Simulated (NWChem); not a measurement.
System: CH₇BP₂; SMILES CB(P)P

```xyz
11

B      0.3622    -0.0311     0.0000
C      1.9387     0.0416     0.0000
H      2.3639     0.5211    -0.8898
H      2.3639     0.5211     0.8898
H      2.3104    -0.9960     0.0000
P     -0.5890     0.0988    -1.6593
H      0.2349    -0.7156    -2.4802
H     -1.6398    -0.8366    -1.4774
P     -0.5890     0.0988     1.6593
H     -1.6398    -0.8366     1.4774
H      0.2349    -0.7156     2.4802
```
Atoms are numbered in this order, from 1.

Program: NWChem. Coordinates come from a B3LYP/6-31G* (spherical d) optimisation.

Task: Among these, which level gives the highest value of “highest occupied level (eV)”?
(A) Hartree-Fock/def2-SVPD
(B) Hartree-Fock/STO-3G
(C) Hartree-Fock/def2-SVP
(D) Hartree-Fock/def2-TZVP

Result: B, Hartree-Fock/STO-3G. Values: Hartree-Fock/def2-SVPD -9.34; Hartree-Fock/def2-TZVP -9.34; Hartree-Fock/def2-SVP -9.33; Hartree-Fock/STO-3G -6.70
